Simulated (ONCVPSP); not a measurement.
Which setting gave this result? (chlorine, ONCV)

Base potential:

- Element: chlorine
- Generator: ONCVPSP 4.0.1
- Type: optimised norm-conserving Vanderbilt (ONCV)
- Functional: PBEsol
- Relativity: scalar-relativistic
- Frozen core: [Ne]
- Valence charge: 7
- Reference configuration: 3s2 3p5
- Partial waves: 3s: rc 1.30 bohr, ncon 3, nbas 7, qcut 3.9 1/bohr, 2 projectors, debl 2.7 Ha; 3p: rc 1.05 bohr, ncon 4, nbas 8, qcut 8 1/bohr, 2 projectors, debl 0.7 Ha; d scattering state at 0.27 Ha: rc 1.10 bohr, ncon 4, nbas 7, qcut 8 1/bohr, 1 projector
- Local potential: polynomial inside 0.95 bohr (lpopt 4, dvloc0 1 Ha)
- Core correction: none

Cutoffs, loose and tight: the cutoffs (Ha) at which the residual kinetic energy of the hardest occupied pseudo-wave falls to 1 and 0.1 mHa per electron. They do not see the model core or the augmentation charge, which bear on the density cutoff. Test errors are all-electron minus pseudo excitation energies from the reference, over the configurations 3s2 3p4; 3s2 3p3; 3s2 3p2; 3s1 3p5; variants that change the core or the reference have their own tests.

Only the scale of all radii (base = 1) is moved (1 further runs of the sweep failed or gave no value and are left out):

```tsv
scale of all radii (base = 1)	cutoff, loose	cutoff, tight	bound ghosts	largest test error (meV)
0.86	240 Ha	312 Ha	p	+45
0.93	180 Ha	220 Ha	p	+51
1	72 Ha	184 Ha	p	+60
1.11	56 Ha	93 Ha	none	+85
1.16	50 Ha	84 Ha	none	+93
1.3	17 Ha	52 Ha	none	+115
```

Problem. One more run gave cutoff, loose: 35 Ha; cutoff, tight: 74 Ha; bound ghosts: none; largest test error (meV): +101. Which value of the scale of all radii (base = 1) was used?

Solution. 1.22. The loose cutoff moves one way along this sweep, from 240 Ha at 0.86 to 17 Ha at 1.3, which places the run between 1.16 and 1.3.
